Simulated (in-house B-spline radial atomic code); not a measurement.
Ionisation energies with and without relativity, with size and susceptibility from the Dirac run. Dirac energy differences include first-order Breit, QED and recoil terms. NIST's values go from ground level to ground level; the uncertainty of those that are theory runs from under 0.1 % in few-electron ions to several per cent in heavy many-electron ones. Computed with an all-electron radial atomic-structure program (B-spline basis): non-relativistic Hartree-Fock and Dirac-Hartree-Fock, averages of the configuration (point nuclei without relativity, finite nuclei with it).

| ion | configuration | configuration after | ionisation non-relativistic (eV) | ionisation Dirac Breit and QED (eV) | tabulated value (eV) | tabulated kind | radius at density 0.001 (bohr) | diamagnetic susceptibility (10⁻⁶ cm³/mol) |
| --- | --- | --- | --- | --- | --- | --- | --- | --- |
| Tm | [Xe] 4f13 6s2 | [Xe] 4f13 6s1 | 4.746 | 5.085 | 6.184402 | measured | 5.191 | -62.026 |
| Yb | [Xe] 4f14 6s2 | [Xe] 4f14 6s1 | 4.785 | 5.142 | 6.25416 | measured | 5.166 | -60.871 |
| Lu | [Xe] 4f14 5d1 6s2 | [Xe] 4f14 6s2 | 5.633 | 4.356 | 5.425871 | measured | 5.158 | -60.695 |
| Hf | [Xe] 4f14 5d2 6s2 | [Xe] 4f14 5d1 6s2 | 6.855 | 5.444 | 6.82507 | measured | 5.066 | -59.344 |
| Ta | [Xe] 4f14 5d3 6s2 | [Xe] 4f14 5d3 6s1 | 5.731 | 6.562 | 7.549571 | measured | 4.963 | -57.919 |
| W | [Xe] 4f14 5d4 6s2 | [Xe] 4f14 5d4 6s1 | 5.942 | 6.895 | 7.86403 | measured | 4.863 | -56.52 |
| Re | [Xe] 4f14 5d5 6s2 | [Xe] 4f14 5d5 6s1 | 6.128 | 7.201 | 7.83352 | measured | 4.768 | -55.172 |
| Os | [Xe] 4f14 5d6 6s2 | [Xe] 4f14 5d6 6s1 | 6.294 | 7.487 | 8.43823 | measured | 4.68 | -53.882 |
| Ir | [Xe] 4f14 5d7 6s2 | [Xe] 4f14 5d7 6s1 | 6.445 | 7.758 | 8.96702 | measured | 4.597 | -52.646 |
| Pt | [Xe] 4f14 5d9 6s1 | [Xe] 4f14 5d9 | 5.833 | 7.450 | 8.95883 | measured | 4.362 | -48.563 |
| Au | [Xe] 4f14 5d10 6s1 | [Xe] 4f14 5d10 | 5.916 | 7.655 | 9.225554 | measured | 4.285 | -47.484 |
